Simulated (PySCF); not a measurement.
PySCF 2.14 output of an unrestricted MN15 calculation on a single atom or ion in ANO-RCC-VTZP, with scalar relativity by spin-free X2C-1e:

```
SCF conv_tol = 1e-09
number electrons alpha = 36  beta = 34
    H. S. Yu, X. He, S. L. Li, and D. G. Truhlar.,  Chem. Sci. 7, 5032-5051 (2016)
    H. S. Yu, X. He, S. L. Li, and D. G. Truhlar.,  Chem. Sci. 7, 5032-5051 (2016)
cycle= 1 E= -14069.064891598  delta_E= -0.0173  |g|= 0.998  |ddm|= 0.372
cycle= 2 E= -14068.8366918149  delta_E= 0.228  |g|= 2.05  |ddm|= 0.411
cycle= 3 E= -14069.1410368122  delta_E= -0.304  |g|= 0.0378  |ddm|= 0.264
cycle= 4 E= -14069.1412774121  delta_E= -0.000241  |g|= 0.00935  |ddm|= 0.0208
cycle= 5 E= -14069.1413254557  delta_E= -4.8e-05  |g|= 0.00192  |ddm|= 0.0165
cycle= 6 E= -14069.1413470092  delta_E= -2.16e-05  |g|= 0.000667  |ddm|= 0.0157
cycle= 7 E= -14069.1413525865  delta_E= -5.58e-06  |g|= 0.000225  |ddm|= 0.0105
cycle= 8 E= -14069.1413529952  delta_E= -4.09e-07  |g|= 3.59e-05  |ddm|= 0.00308
cycle= 9 E= -14069.1413530037  delta_E= -8.49e-09  |g|= 9.27e-06  |ddm|= 0.000402
cycle= 10 E= -14069.141353004  delta_E= -3.49e-10  |g|= 9.55e-07  |ddm|= 8.22e-05
converged SCF energy = -14069.141353004  <S^2> = 2.0282404  2S+1 = 3.0187682
```

The run itself started from symmetry-adapted Hartree-Fock orbitals and held the occupation by maximum overlap, on a logarithmic radial grid, so the iterations belong to that start.

**Question.** Which element, charge and spin multiplicity is this?

**Answer.** Yb (ytterbium, neutral), multiplicity 3; the state was [Xe] 4f13 6s2 6p1, one real determinant (an excited configuration).

⟨L²⟩ = 14.15 against 20 for a pure G term, so this real determinant mixes terms. Spin-orbit coupling, absent here, splits the open shell strongly.
